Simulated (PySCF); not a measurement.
## Heteronuclear NMR

Atom-mapped SMILES (the numbers label the heavy atoms): `[CH3:1][BH:2][O:3][CH2:4][CH3:5]`; H(Xn) means a hydrogen on atom n.

Non-relativistic, one computed conformer, no solvent, equivalent nuclei averaged. Geometry: PBE0-D3(BJ)/def2-SVP; J couplings at B3LYP/pcJ-1 (spin–dipole term only in couplings to heteroatoms); σ from GIAO-PBE0/pcSseg-1; PySCF 2.14.0 with density-fitted response routines.

Task: What are the $^{17}$O shifts?

Result: 
```
atoms            environment  σ (ppm)  δ (ppm)
   O3  oxygen bonded to C, B    108.3    167.5
```

Shieldings were converted by a linear fit to measured shifts: $^{17}$O: δ = 264.06 − 0.892σ (rms 13.4 ppm, 147 shifts, 14.2 ppm with the 1 outlier that the fit left out vs liquid water, solution or neat liquid). Occasional misses reach two or three times the rms, and more in compound classes unlike the fitted ones. Couplings are scaled by factors fitted to measured values: $^{2}J$(H,H) × 0.91 (rms 0.6 Hz), $^{3}J$(H,H) × 0.91 (rms 0.4 Hz, 0.5 with 2 outliers); all others are unscaled and can be 10–30 % off.

Couplings (the largest are listed; each averaged over equivalent pairs; quadrupolar broadening usually hides them): $^{1}J$(O3,C4) = 18.8 Hz, $^{1}J$(B2,O3) = -4.5 Hz, $^{2}J$(C1,O3) = -10.8 Hz, $^{2}J$(O3,H(C4)) = -4.5 Hz, $^{2}J$(O3,C5) = -3.8 Hz, $^{3}J$(O3,H(C5)) = -4.7 Hz, $^{3}J$(O3,H(C1)) = -3.8 Hz.

On a 300 MHz spectrometer $^{17}$O resonates near 40.7 MHz, so 1 ppm is 40.7 Hz.
